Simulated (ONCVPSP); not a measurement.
**Pseudopotential generation for Rb (Z = 37): ONCV, PBEsol, scalar-relativistic.**

Input for ONCVPSP 4.0.1:

```
# ATOM AND REFERENCE CONFIGURATION
# atsym  z   nc   nv     iexc    psfile
  Rb 37.00    7    3  -116133      upf
#
#   n    l    f
    1    0    2.00
    2    0    2.00
    2    1    6.00
    3    0    2.00
    3    1    6.00
    3    2   10.00
    4    0    2.00
    4    1    6.00
    4    2    0.50
    5    0    0.50
#
# PSEUDOPOTENTIAL AND OPTIMIZATION
# lmax
    3
#
#   l,   rc,      ep,       ncon, nbas, qcut
    0    4.00    0.00    3    7    1.40
    1    2.50    0.00    3    7    5.70
    2    4.00    0.00    4    9    2.30
    3    3.25    0.02    4    8    3.10
#
# LOCAL POTENTIAL
# lloc, lpopt,  rc(5),   dvloc0
    4    4    1.65    0.00
#
# VANDERBILT-KLEINMAN-BYLANDER PROJECTORs
# l, nproj, debl
    0    1    2.30
    1    1    1.80
    2    2    1.90
    3    2    2.70
#
# MODEL CORE CHARGE
# icmod, fcfact, rcfact
    0    0.00    0.00
#
# LOG DERIVATIVE ANALYSIS
# epsh1, epsh2, depsh
   -2.00    5.00    0.02
#
# OUTPUT GRID
# rlmax, drl
    6.00    0.01
#
# TEST CONFIGURATIONS
# ncnf
    4
# nvcnf
#   n    l    f
    3
    4    1    6.00
    4    2    0.00
    5    0    1.00
#
    3
    4    1    6.00
    4    2    0.00
    5    0    0.00
#
    3
    4    1    6.00
    4    2    0.00
    5    0    0.50
#
    3
    4    1    6.00
    4    2    1.00
    5    0    0.00
#
```

Command:

```bash
oncvpsp.x < Rb.dat > Rb.out
```

Output (shortened: citation, most of the input echo, consistency checks and plot data are left out):

```
ONCVPSP  (Optimized Norm-Conservinng Vanderbilt PSeudopotential)
scalar-relativistic version 4.0.1

#   n    l    f        energy (Ha)
    1    0    2.00    -5.5211811E+02
    2    0    2.00    -7.3782172E+01
    2    1    6.00    -6.5426218E+01
    3    0    2.00    -1.0964403E+01
    3    1    6.00    -8.2853220E+00
    3    2   10.00    -3.8509678E+00
    4    0    2.00    -1.2011829E+00
    4    1    6.00    -6.1565298E-01
    4    2    0.50    -1.4120367E-02
    5    0    0.50    -9.5692975E-02

Reference configufation results
  iterations    28
  all-electron total energy (Ha)   -2.97930238D+03

Begin loop to  construct optimized pseudo wave functions
and semi-local pseudopoentials for all angular momenta

Calculating optimized projector #   1

 for l=   0

    Fraction of norm inside rc  0.296707
    Optimizing pswf for qcut=   1.40 a_B^-1,  ecut=   0.98 Ha
    Residual kinetic energy error=  8.03D-04 Ha

    Energy error per electron        Cutoff
         Ha          eV             Ha
         0.01000     0.27211        0.13
         0.00100     0.02721        0.92
         0.00010     0.00272        6.37
         0.00001     0.00027       11.07

Calculating optimized projector #   1

 for l=   1

    Fraction of norm inside rc  0.879152
    Optimizing pswf for qcut=   5.69 a_B^-1,  ecut=  16.21 Ha
    Residual kinetic energy error=  1.57D-08 Ha

    Energy error per electron        Cutoff
         Ha          eV             Ha
         0.01000     0.27211        5.08
         0.00100     0.02721        6.95
         0.00010     0.00272        8.60
         0.00001     0.00027       10.08

   Wellstate for l =  2  n =  8
     eigenvalue =   1.8859
     asymptotic potential =   2.3859
     half-point radius =  7.4838

Calculating optimized projector #   1

 for l=   2

    Fraction of norm inside rc  0.145650
    Optimizing pswf for qcut=   2.30 a_B^-1,  ecut=   2.65 Ha
    Residual kinetic energy error=  6.38D-04 Ha

    Energy error per electron        Cutoff
         Ha          eV             Ha
         0.01000     0.27211        1.41
         0.00100     0.02721        2.55
         0.00010     0.00272       11.02
         0.00001     0.00027       25.57

Calculating optimized projector #   2

 for l=   2

    Fraction of norm inside rc  0.201876
    Optimizing pswf for qcut=   2.30 a_B^-1,  ecut=   2.65 Ha
    Residual kinetic energy error=  3.12D-01 Ha

    Energy error per electron        Cutoff
         Ha          eV             Ha
         0.01000     0.27211       22.89
         0.00100     0.02721       27.76
         0.00010     0.00272       39.37
         0.00001     0.00027       64.10

   Wellstate for l =  3  n =  4
     eigenvalue =   0.0200
     asymptotic potential =   0.5200
     half-point radius = 57.4779

   Wellstate for l =  3  n =  7
     eigenvalue =   2.7200
     asymptotic potential =   3.2200
     half-point radius =  5.5118

Calculating optimized projector #   1

 for l=   3

    Fraction of norm inside rc  0.000106
    Optimizing pswf for qcut=   3.11 a_B^-1,  ecut=   4.82 Ha
    Residual kinetic energy error=  8.29D-08 Ha

    Energy error per electron        Cutoff
         Ha          eV             Ha
         0.01000     0.27211        0.02
         0.00100     0.02721        0.16
         0.00010     0.00272        0.37
         0.00001     0.00027        1.03

Calculating optimized projector #   2

 for l=   3

    Fraction of norm inside rc  0.283946
    Optimizing pswf for qcut=   3.11 a_B^-1,  ecut=   4.82 Ha
    Residual kinetic energy error=  3.79D-01 Ha

    Energy error per electron        Cutoff
         Ha          eV             Ha
         0.01000     0.27211       19.85
         0.00100     0.02721       31.35
         0.00010     0.00272       36.07
         0.00001     0.00027       51.95

Construct Vanderbilt / Kleinmman-Bylander projectors

B matrix Hermiticity error, ll=   2
   1   2   -9.7012E-06

  Orthonormal projector coefficients  7.5170E+00 -3.0154E+00

B matrix Hermiticity error, ll=   3
   1   2   -4.3075E-07

  Orthonormal projector coefficients -1.8626E+01 -1.5324E+00

Pseudoatom total energy  -13.703755

Diagnostic tests using Vanderbilt-Kleinman-Bylander pseudopotentials
  1 or more projectors used as specified by nproj input data

   l    rcore       rmatch      e in        delta e   norm test  slope test

   0   4.0005129   4.1219772  -0.0956930   0.0000136   1.0000666   0.9965119

   1   2.5088412   2.5850151  -0.6156530  -0.0000007   0.9999980   1.0000011

   2   4.0005129   4.1219772  -0.0141204   0.0000001   0.9999831   0.9999872
run_diag: lschvkbbe ERROR   2   5   2  60  1.88587964E+00  2.12446760E+00
   2   4.0005129   4.1219772   1.8858796   0.2385880   0.6048973   2.4996279

   3   3.2642569   3.3633668   0.0200000   0.0000013   1.0000075   1.0000075
   3   3.2642569   3.3633668   2.7200000   0.0000096   1.0001524   1.0001524

 Testing for bound ghosts
   n   l    E NL Schr. Eq   E Basis Diag.   E Cutoff

       0                       -1.207462      7.79  WARNING - GHOST(-)
   1   0       -0.095679       -0.094081      7.79

   2   1       -0.615654       -0.615642     24.71

       2                       -0.084342     27.59  WARNING - GHOST(-)
   3   2       -0.014120       -0.002063     27.59

       3                       -8.044270     36.02  WARNING - GHOST(-)

 Testing for highly-localized positive-energy ghosts
       l    <radius>/rc     E Basis Diag.   E Cutoff

Test configuration 0

   n   l     f        eae           eps        diff
   1   0  2.0000 -552.11810726
   2   0  2.0000  -73.78217221
   2   1  6.0000  -65.42621805
   3   0  2.0000  -10.96440259
   3   1  6.0000   -8.28532196
   3   2 10.0000   -3.85096782
   4   0  2.0000   -1.20118285
   4   1  6.0000   -0.61565298   -0.61565367   -6.89D-07
   4   2  0.5000   -0.01412037   -0.01412028    8.74D-08
   5   0  0.5000   -0.09569298   -0.09567942    1.36D-05

    Total energies and differences
      AE_ref= -2.97930238D+03  AE_tst= -2.97930238D+03  dif=  0.00D+00
      PS_ref= -1.37037553D+01  PS_tst= -1.37037553D+01  dif= -1.60D-14
      PSP excitation error=  1.60D-14

Test configuration 1

psatom: WARNING lschvkbb convergence error n,l,iter=   3   2  39
ea(ii),et,emin,emax -5.509472E-03 -6.060419E-03 -6.060419E-03 -6.060419E-03
run_config: WARNING for fully non-local PS atom, stg. 1
 WARNING no output for configuration 2

Test configuration 2

   n   l     f        eae           eps        diff
   1   0  2.0000 -552.29965321
   2   0  2.0000  -73.96407482
   2   1  6.0000  -65.60806993
   3   0  2.0000  -11.14625250
   3   1  6.0000   -8.46716425
   3   2 10.0000   -4.03282975
   4   0  2.0000   -1.38250950
   4   1  6.0000   -0.79531592   -0.79387189    1.44D-03

    Total energies and differences
      AE_ref= -2.97930238D+03  AE_tst= -2.97919375D+03  dif=  1.09D-01
      PS_ref= -1.37037553D+01  PS_tst= -1.35953697D+01  dif=  1.08D-01
      PSP excitation error=  2.39D-04

Test configuration 3

   n   l     f        eae           eps        diff
   1   0  2.0000 -552.18627881
   2   0  2.0000  -73.85077921
   2   1  6.0000  -65.49478567
   3   0  2.0000  -11.03303023
   3   1  6.0000   -8.35395586
   3   2 10.0000   -3.91964191
   4   0  2.0000   -1.27012451
   4   1  6.0000   -0.68419731   -0.68328106    9.16D-04
   5   0  0.5000   -0.14857125   -0.14835677    2.14D-04

    Total energies and differences
      AE_ref= -2.97930238D+03  AE_tst= -2.97928591D+03  dif=  1.65D-02
      PS_ref= -1.37037553D+01  PS_tst= -1.36873441D+01  dif=  1.64D-02
      PSP excitation error=  6.09D-05

Test configuration 4

   n   l     f        eae           eps        diff
   1   0  2.0000 -552.13906235
   2   0  2.0000  -73.80244177
   2   1  6.0000  -65.44654064
   3   0  2.0000  -10.98461018
   3   1  6.0000   -8.30551264
   3   2 10.0000   -3.87108649
   4   0  2.0000   -1.22050357
   4   1  6.0000   -0.63489532   -0.63846578   -3.57D-03
   4   2  1.0000   -0.02299828   -0.02351696   -5.19D-04

    Total energies and differences
      AE_ref= -2.97930238D+03  AE_tst= -2.97926204D+03  dif=  4.03D-02
      PS_ref= -1.37037553D+01  PS_tst= -1.36632084D+01  dif=  4.05D-02
      PSP excitation error= -2.06D-04
```

Note: ghosts flagged at negative energy: s at -32.9 eV, d at -2.30 eV, f at -218.9 eV; no localised positive-energy state flagged. A true bound ghost makes a file unfit for plane-wave use.

The run took about 5.6 s on one core of a shared server CPU.
